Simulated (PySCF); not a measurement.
Ionisation energy of Sc by level of theory

Sc [Ar] 3d1 4s2 [3d3/2^1, M_J = 3/2] → Sc⁺ [Ar] 3d1 4s1 [3d3/2^1 4s1/2^1, M_J = 1], as a difference of total energies. Computed with PySCF 2.14 in x2c-TZVPPall-2c, with the two-component X2C-1e Hamiltonian. Correlated levels: [Ne] frozen. "Screened" scales the spin-orbit matrix elements by Boettger's factors to mimic the two-electron term; Breit and QED terms are absent.

```csv
method,ionisation energy (eV)
GHF (spin-free),5.402
GMP2 (spin-free),6.345
GHF (screened spin-orbit),5.405
GMP2 (screened spin-orbit),6.350
```

**Question.** How much does correlation contribute at GMP2 (screened spin-orbit)?

**Answer.** 6.350 − (5.405) = 0.945 eV, measured against GHF (screened spin-orbit).

Errors of the correlated levels include the incompleteness of this basis and the frozen core.

The labels give the starting determinants; with spin-orbit coupling the two ends relaxed to ⟨J²⟩ = 3.85, ⟨L²⟩ = 6.04, ⟨S²⟩ = 0.77 and ⟨J²⟩ = 3.86, ⟨L²⟩ = 6.01, ⟨S²⟩ = 2.00.

MP2 underrates the near-degeneracy of ns² with np² in the lower species.

The determinant of Sc⁺ mixes levels of different J (the jj label is only the starting occupation), so the difference between spin-free and spin-orbit rows is not the physical spin-orbit shift.

For comparison: 6.561 eV (measured; NIST Atomic Spectra Database, ionization energies).
